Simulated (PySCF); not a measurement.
# Removal energies of Mo¹⁴⁺ from EOM-IP-GCCSD

Reference: closed-shell Mo¹⁴⁺, [Ar] 3d10; one electron is removed. Calculated with PySCF 2.14, two-component X2C-1e with screened spin-orbit coupling, an uncontracted even-tempered set (20 s from 0.37 bohr⁻², ratio 2.6; 15 p from 0.48 bohr⁻², ratio 2.6; 10 d from 0.48 bohr⁻², ratio 2.6; 6 f from 0.49 bohr⁻², ratio 2.8); frozen [Ar]; the 100 highest virtual spinors dropped; of the others 70 kept and the rest restored at second order. No Breit or QED terms. Binding energies in eV.

```csv
level,Koopmans,second order,EOM-CCSD
3d3/2,549.10,547.67,547.98
3d5/2,545.53,544.17,544.48
```

For comparison, the ionisation energy of Mo¹⁴⁺ is 544 ± 0.5 eV (semi-empirical (NIST evaluation); NIST Atomic Spectra Database, ionization energies).
